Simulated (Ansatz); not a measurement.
A nudged elastic band was laid between two geometries of ClH₃SSi₂ (7 atoms, charge 0, multiplicity 1).

Theory: Ansatz 0.2.0, RKS BHLYP/def2-SVP.

```
movable images  : 5
climbing image  : yes
spring          : 5.0 eV/Å²
optimiser       : fire
start path      : IDPP
force threshold : 0.05 eV/Å
iteration limit : 60
end points      : relaxed
largest step    : 0.5 Å
```

Initial state:

```xyz
7
Properties=species:S:1:pos:R:3
Si -0.636 1.632 -0.393
Si -0.039 -0.474 0.016
S 1.572 -1.038 1.281
Cl -0.204 -1.899 -1.467
H -2.039 1.539 -0.887
H -0.680 2.263 0.957
H 2.027 -2.023 0.491
```

Final state:

```xyz
7
Properties=species:S:1:pos:R:3
Si -0.488 1.445 -0.554
Si -0.017 -0.720 -0.238
S 1.620 -1.504 0.855
Cl -0.368 -2.118 -1.703
H -1.925 1.423 -0.952
H -0.448 1.971 0.845
H 1.625 -0.498 1.746
```

(1) Which bonds break or form, and what moves?

(2) What energy profile does the band end with?

(3) What is the geometry of the highest image?

## Answers

(1) No bond is made or broken. The dihedral Cl4–Si2–S3–H7 goes from 10 to -178°.

(2) The run converged. The highest image is number 3 of 0 to 6, 0.151 eV above the first end and 0.180 eV above the last; the last end lies 0.029 eV below the first. Another band between the same ends (5 images) ends at a top of the same energy, where a vibrational analysis finds 1 clearly imaginary mode.

```
image  path coordinate (Å)  energy (eV)  dihedral Cl4–Si2–S3–H7 (°)
    0                 0.00        0.000                          10
    1                 0.62        0.030                          37
    2                 1.24        0.096                          68
    3                 1.86        0.151                         106
    4                 2.33        0.098                         137
    5                 2.80        0.003                         165
    6                 3.27       -0.029                        -178
```

(3) 
```xyz
7
Properties=species:S:1:pos:R:3:forces:R:3
Si -0.387 1.357 -0.467 -0.01 -0.01 0.01
Si -0.312 -0.748 0.111 0.00 0.01 -0.01
S 1.247 -1.522 1.359 0.00 0.01 -0.01
Cl -0.960 -2.193 -1.212 0.00 0.00 0.01
H -1.597 1.702 -1.247 0.01 0.00 0.00
H -0.219 2.245 0.707 0.00 -0.01 0.00
H 2.229 -0.841 0.749 0.00 0.00 0.00
```

Run time: 8.7 min on 1 thread of Arm Neoverse V1, with other jobs on the host, peak memory 0.18 GiB.
